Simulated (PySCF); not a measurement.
Ge(OH)(NH2) (GeH3NO), SMILES [NH2][Ge][OH] (connectivity only; charge and spin as stated), neutral, multiplicity 1.

Geometry: r2SCAN-D4/def2-TZVP. Other conformers were not sampled.

Calculation: TDA-B3LYP/def2-SVPD in PySCF.

Vertical excitations. The molecule is in vacuum. State labels are in the subgroup Cs.

```
state  symmetry  energy (eV)  λ (nm)      f          main pairs
-----  --------  -----------  ------  -----  ------------------
S1           A"         5.56     223  0.128      HOMO→LUMO 95 %
S2           A'         5.81     213  0.046    HOMO−1→LUMO 88 %
S3           A"         6.51     190  0.024  HOMO−1→LUMO+1 99 %
S4           A'         6.58     188  0.059    HOMO→LUMO+1 84 %
S5           A"         6.61     188  0.006    HOMO−3→LUMO 93 %
S6           A"         6.70     185  0.016  HOMO−1→LUMO+2 93 %
S7           A'         7.04     176  0.352    HOMO→LUMO+2 84 %
S8           A'         7.25     171  0.121    HOMO−2→LUMO 78 %
S9           A'         7.80     159  0.326    HOMO→LUMO+3 96 %
S10          A"         7.97     156  0.007  HOMO−1→LUMO+3 89 %
T1           A"         3.73     332      0      HOMO→LUMO 99 %
T2           A'         4.42     280      0    HOMO−1→LUMO 98 %
T3           A'         5.69     218      0    HOMO→LUMO+2 94 %
T4           A'         5.95     208      0    HOMO−2→LUMO 98 %
```
Triplets are in the Tamm–Dancoff approximation.
